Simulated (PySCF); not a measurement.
Correlation energy of Sb³⁺ (antimony, charge +3)

[Kr] 4d10 5s2, closed-shell 1S. Computed with PySCF 2.14 in def2-QZVPPD with the def2 core potential (28 electrons) (8s6p5d4f1g, 88 functions), with a scalar-relativistic core potential. Frozen: 4s2 4p6 4d10; 2 electrons correlated.

With two correlated electrons CCSD is exact within the correlated space (frozen core and kept virtual orbitals).

```csv
level,correlation energy (mhartree)
CCSD,-36.12
```

Diagnostics: T1 = 0.0033, D1 = 0.0046, largest double amplitude 0.097.

Cost of the coupled-cluster step: of the order of 2.2 core-seconds, for 2 correlated electrons.
